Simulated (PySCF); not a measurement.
# `FB(F)[SiH2]C(F)F`: 4 charge schemes on one density

Species: CH3BF4Si.
Cartesian coordinates in Å at the PBE0-D3(BJ)/def2-SVP level; atoms count from 1:
```
atom  x, y, z in Å
F1     2.684    1.048    0.684
B2     1.752    0.540   -0.095
F3     1.903    0.714   -1.394
Si4    0.156   -0.493    0.622
C5    -1.372   -0.046   -0.459
F6    -2.490   -0.638    0.032
F7    -1.553    1.304   -0.419
H8     0.398   -1.962    0.490
H9    -0.152   -0.150    2.039
H10   -1.272   -0.337   -1.521
```

Density: PBE0/pcSseg-1 (PySCF); schemes: Mulliken, IAO, Hirshfeld and ESP-fitted. The structure is a single PBE0-D3(BJ)/def2-SVP conformer in the gas phase; no vibrational or solvent corrections.

Tabulate the Mulliken, IAO, Hirshfeld and ESP-fitted charges.

In e:

```json
{"atom": "F1", "environment": "boron-bound fluorine", "Mulliken": "-0.272", "IAO": "-0.295", "Hirshfeld": "-0.131", "ESP-fitted": "-0.259"}
{"atom": "B2", "environment": "three-coordinate boron", "Mulliken": "+0.534", "IAO": "+0.505", "Hirshfeld": "+0.239", "ESP-fitted": "+0.607"}
{"atom": "F3", "environment": "boron-bound fluorine", "Mulliken": "-0.278", "IAO": "-0.300", "Hirshfeld": "-0.133", "ESP-fitted": "-0.268"}
{"atom": "Si4", "environment": "SiH2 silicon", "Mulliken": "+0.316", "IAO": "+0.518", "Hirshfeld": "+0.257", "ESP-fitted": "-0.010"}
{"atom": "C5", "environment": "CHF2 carbon", "Mulliken": "+0.263", "IAO": "+0.198", "Hirshfeld": "+0.062", "ESP-fitted": "+0.306"}
{"atom": "F6", "environment": "fluorine of a CF2 group", "Mulliken": "-0.300", "IAO": "-0.295", "Hirshfeld": "-0.107", "ESP-fitted": "-0.198"}
{"atom": "F7", "environment": "fluorine of a CF2 group", "Mulliken": "-0.308", "IAO": "-0.303", "Hirshfeld": "-0.110", "ESP-fitted": "-0.216"}
{"atom": "H8", "environment": "Si–H hydrogen", "Mulliken": "-0.045", "IAO": "-0.090", "Hirshfeld": "-0.063", "ESP-fitted": "-0.022"}
{"atom": "H9", "environment": "Si–H hydrogen", "Mulliken": "-0.032", "IAO": "-0.081", "Hirshfeld": "-0.060", "ESP-fitted": "-0.003"}
{"atom": "H10", "environment": "methine hydrogen", "Mulliken": "+0.122", "IAO": "+0.144", "Hirshfeld": "+0.047", "ESP-fitted": "+0.064"}
```

Mean size of the charges over all atoms: IAO 0.273 e, Mulliken 0.247 e, ESP-fitted 0.195 e, Hirshfeld 0.121 e. Each set sums to the total charge, 0, to within 0.001 e. The IAO scheme projects the occupied orbitals on a minimal set of polarised atomic orbitals and counts the electrons in each atom's part of it.

Lowest charge. The schemes don't all agree: Mulliken F7 (-0.308); IAO F7 (-0.303); Hirshfeld F3 (-0.133); ESP-fitted F3 (-0.268).

Highest charge. The schemes don't all agree: Mulliken B2 (+0.534); IAO Si4 (+0.518); Hirshfeld Si4 (+0.257); ESP-fitted B2 (+0.607).

How many electrons does the IAO scheme count on F1?

Z − q = 9 − (-0.295) = 9.295.

Sum the charges by element, for elements with more than one atom.

```csv
element,atoms,Mulliken,IAO,Hirshfeld,ESP-fitted
F,4,-1.157,-1.193,-0.482,-0.942
H,3,+0.045,-0.028,-0.076,+0.039
```
